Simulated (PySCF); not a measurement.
C2H2, charge +1, doublet, geometry from GFN2-xTB (a state made from the parent by changing its charge; the spin is typed, not shown lowest). Base run: R2SCAN/3-21G in PySCF.

Here is a job for PySCF.
```python
from pyscf import gto, scf, dft

mol = gto.M(
    atom='''
C    -0.005518    0.032082    0.612324
C    -0.017105    0.044938   -0.611300
H     0.052121   -0.213586   -1.666241
H     0.083618   -0.248535    1.660100
''',
    basis='3-21g',
    charge=1,
    spin=1,
    verbose=4,
    symmetry=True,
)

mf = dft.UKS(mol)
mf.xc = 'r2scan'
mf.kernel()
mf.analyze()
```

The base run was repeated with changes; each row names its change, and settings that it needs were set with it.

```json
[
 {"change": "base", "ΔE vs base (eV)": "0.00", "point group used": "C2v", "SCF cycles": "7"},
 {"change": "irrep_nelec = A1:(3, 3) A2:(1, 0) B1:(1, 1) B2:(2, 2)", "ΔE vs base (eV)": "8.55", "point group used": "C2v", "SCF cycles": "9"},
 {"change": "symmetry_subgroup = C2", "ΔE vs base (eV)": "0.00", "point group used": "C2", "SCF cycles": "7"},
 {"change": "symmetry_subgroup = Cs", "ΔE vs base (eV)": "0.00", "point group used": "Cs", "SCF cycles": "9"},
 {"change": "irrep_nelec = A1:(4, 3) A2:(0, 0) B1:(0, 1) B2:(3, 2)", "ΔE vs base (eV)": "5.91", "point group used": "C2v", "SCF cycles": "8"},
 {"change": "symmetry = off", "ΔE vs base (eV)": "0.00", "point group used": "C1", "SCF cycles": "9"},
 {"change": "irrep_nelec = A1:(4, 3) A2:(1, 0) B1:(1, 1) B2:(1, 2)", "ΔE vs base (eV)": "14.56", "point group used": "C2v", "SCF cycles": "8"},
 {"change": "irrep_nelec = A1:(3, 3) A2:(0, 0) B1:(1, 1) B2:(3, 2)", "ΔE vs base (eV)": "7.62", "point group used": "C2v", "SCF cycles": "9"}
]
```

Open shells are given as the SCF converged; they aren't shown to be the lowest states, and a large step between rows can be another state.
